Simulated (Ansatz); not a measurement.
Basis sets compared for GeH2Me(vinyl) (C3H8Ge). Charge 0, multiplicity 1. Geometry r2SCAN-D4/def2-SVP. Ansatz on 4 threads of Intel Xeon on a shared host; times are rough, and most runs start from earlier orbitals.

```xyz
12

Ge    0.586   -0.289    0.630
H     0.386   -1.814    0.722
H     2.011    0.062    1.102
C    -0.708    0.644    1.761
H    -0.574    0.366    2.817
H    -1.734    0.389    1.457
H    -0.578    1.733    1.671
C     0.356    0.231   -1.226
C     0.017   -0.623   -2.201
H     0.497    1.291   -1.486
H    -0.136   -1.692   -2.007
H    -0.123   -0.297   -3.240
```

Binding counts from free atoms (Ge triplet, H doublet, C triplet) in the same basis, without a counterpoise term.

```tsv
level	functions	energy (Eh)	HOMO (eV)	LUMO (eV)	binding per atom (eV)	wall time
PBE-D4/def2-SVP	114	-2195.2728	-6.51	-1.08	3.83	3.7 s
PBE-D4/def2-TZVP	189	-2195.6673	-6.60	-1.28	3.81	7 s
r2SCAN-D4/def2-TZVP	189	-2196.0653	-6.82	-1.06	3.77	10 s
PBE0-D4/def2-SVP	114	-2195.3533	-7.67	-0.07	3.80	6 s
PBE0-D4/def2-TZVP	189	-2195.7429	-7.72	-0.27	3.77	9.6 s
```

(1) Estimate the rows for PBE-D4/def2-TZVPD, r2SCAN-D4/def2-TZVPD, PBE0-D4/def2-TZVPD.

## Answers

(1) 
| level | functions | energy (Eh) | HOMO (eV) | LUMO (eV) | binding per atom (eV) | wall time |
| --- | --- | --- | --- | --- | --- | --- |
| PBE-D4/def2-TZVPD | 237 | -2195.6682 | -6.62 | -1.33 | 3.81 | 11 s |
| r2SCAN-D4/def2-TZVPD | 237 | -2196.0659 | -6.82 | -1.09 | 3.77 | 16 s |
| PBE0-D4/def2-TZVPD | 237 | -2195.7436 | -7.73 | -0.35 | 3.77 | 13 s |
